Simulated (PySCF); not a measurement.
Electron correlation in Cl²⁺ (chlorine, charge +2)

[Ne] 3s1 3p4, high-spin 4P determinant (an excited configuration). Computed with PySCF 2.14 in x2c-TZVPPall (5s5p3d1f, 42 functions), with the spin-free X2C one-electron Hamiltonian (Gaussian nucleus). Frozen: [Ne]; 5 electrons correlated.

| level | correlation energy (mhartree) |
| --- | --- |
| CCSD | -139.78 |
| (T) | -7.25 |
| CCSD(T) | -147.03 |

Diagnostics: T1 = 0.012, D1 = 0.0309, largest double amplitude 0.215.

A double-excitation amplitude exceeds 0.15, a sign of near-degeneracy.

Cost of the coupled-cluster step: of the order of 1 core-seconds, for 5 correlated electrons.
